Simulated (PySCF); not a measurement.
**Ir⁴⁰⁺: ionisation energy**

Ir⁴⁰⁺ [Kr] 4d1 (2D) → Ir⁴¹⁺ [Kr] (1S), as a difference of total energies. Calculation: PySCF 2.14, in an even-tempered Gaussian basis (19 s from 4.1 bohr⁻², ratio 2.5; 14 p from 5.3 bohr⁻², ratio 2.5; 9 d from 5.3 bohr⁻², ratio 2.5; 4 f from 22 bohr⁻², ratio 2.7; 3 g from 33 bohr⁻², ratio 2.7); scalar relativity by spin-free X2C-1e. Correlated levels: outer shells: [Ar] 3d10 frozen; virtual orbitals above 40 to 60 times the deepest correlated orbital energy dropped. The calculations carry no spin-orbit coupling.

```csv
method,ionisation energy (eV)
UHF,1843.4
B97-3,1846.2
B2PLYP,1845.1
MP2 (outer shells),1843.4
SCS-MP2 (outer shells),1843.4
```

Breit and QED terms and the two-electron picture change are absent.

The reference lies between the lowest fine-structure levels, while these numbers refer to the centres of the terms.

For comparison: 1857 ± 4 eV (theoretical estimate listed by NIST; NIST Atomic Spectra Database, ionization energies).
